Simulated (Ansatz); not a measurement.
A geometry relaxed with B3LYP-D3(BJ)/def2-SVP (Ansatz, a quantum-chemistry and plane-wave program), charge 0, multiplicity 1:

```xyz
20

F     -1.9739     1.9716     0.4455
H      1.7789     0.9615    -0.1778
F     -0.5872     1.5366     2.0523
H      1.4105     0.1843     1.3610
C     -0.6972     1.6343     0.7088
C     -0.5838     0.4777    -1.4910
H     -1.2779    -2.2468    -0.2246
H     -2.7332    -0.6959     0.9344
F      0.0626     2.6833     0.3326
C      1.2299     0.1192     0.2761
H      1.3399    -2.0739     0.2344
Si    -1.3189    -1.1174     0.7462
H     -0.0243     1.3250    -1.9196
C      1.8020    -1.1975    -0.2479
H     -1.6539     0.6519    -1.6759
H     -0.7469    -1.5686     2.0448
H      2.8825    -1.2483    -0.0450
H     -0.2923    -0.4316    -2.0337
C     -0.2834     0.3404     0.0143
H      1.6666    -1.3058    -1.3349
```

Q: Write the SMILES of this molecule.

A: `CC[C@@](C)([SiH3])C(F)(F)F`
